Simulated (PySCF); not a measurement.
# Reading the logs of faulty runs: BGeH7OSi

These are calculations, not measurements. They come from PySCF 2.14.0, an open-source quantum chemistry program, on an isolated molecule that a program drew, which may never have been made. The molecule is BGeH7OSi (charge 0, singlet), drawn as the SMILES string `[BH2][GeH]([OH])[SiH3]`.

Each row is a Hartree-Fock (HF) and frozen-core CCSD(T) single point in the cc-pV(D+d)Z basis, meant for a local HF minimum. Run 1 is clean. Each other run has one planted mistake out of seven kinds, and not every kind appears here: one electron removed, one electron added, multiplicity raised by two, geometry at a saddle point, minimal basis STO-3G, one bond length entered in bohr, all coordinates scaled. The reference is restricted for singlets and unrestricted otherwise, and also for a bond in bohr. Adding or removing an electron swaps singlet and doublet. Electrons count all cores. HOMO and LUMO are orbital energies over both spins, the gradient is its largest component, and the lowest frequency (negative if imaginary) is given only where the gradient is small. Bond lengths are over the 10 bonds as drawn. T1 is the CCSD diagnostic: over 0.02 (restricted) or 0.045 (unrestricted) a single reference is doubtful. Germanium has the cc-pVDZ-PP basis, with a core potential (ECP10MDF) in place of its 10 inner electrons, and its 3s, 3p and 3d shells are frozen in CCSD(T).

Geometry of the clean run:
```xyz
11
BGeH7OSi, angstrom
B    -0.1901   -3.0515    2.2463
Ge   -0.5942   -1.4061    1.0378
O     0.7547   -1.0474   -0.0991
Si   -0.8950    0.6671    2.2199
H     0.8130   -3.6969    2.1270
H    -0.9768   -3.3727    3.0924
H    -1.8555   -1.7145    0.2033
H     1.0702   -1.7922   -0.5900
H     0.3089    0.9752    3.0263
H    -2.0584    0.5465    3.1322
H    -1.1412    1.7679    1.2620
```

```
run  electrons  basis functions  <S^2>  HOMO (eV)  LUMO (eV)  gradient (hartree/bohr)  lowest frequency (cm^-1)  mean bond (Å)  longest bond (Å)      T1  HF (hartree)  CCSD(T) (hartree)                          mistake
  1         66              109  0.000     -10.28       1.13                  2.2e-05                        92         1.5619             2.405  0.0134    -685.92380         -686.46529                         no fault
  2         66              109  0.940      -8.57       1.13                  9.0e-03                         -         1.7471             3.933  0.0192    -685.82931         -686.34653  one bond length entered in bohr
  3         67              109  0.762      -0.97       7.70                  3.4e-02                         -         1.5619             2.405  0.0132    -685.91849         -686.47845               one electron added
  4         66              109  2.022      -7.45      -1.69                  4.8e-02                         -         1.5619             2.405  0.0207    -685.80996         -686.34879                                ?
  5         65              109  0.793     -16.24      -8.09                  7.0e-02                         -         1.5619             2.405  0.0423    -685.58646         -686.11329                                ?
```

**Which mistake was planted in run 4, and what did it cost?**

Electrons, basis and geometry are unchanged, and <S^2> is 2.022, beside S(S+1) = 2.00 for a multiplicity of 3. So the mistake is: multiplicity raised by two. Subtracting run 1 and multiplying by 627.51 kcal/mol a hartree, the energy moved by 71.4 kcal/mol in HF and 73.1 kcal/mol in CCSD(T).

**Which mistake was planted in run 5, and what did it cost?**

It counts 65 electrons, one fewer than the clean run, at the same geometry and basis. So the mistake is: one electron removed. Subtracting run 1 and multiplying by 627.51 kcal/mol a hartree, the energy moved by 211.7 kcal/mol in HF and 220.9 kcal/mol in CCSD(T).

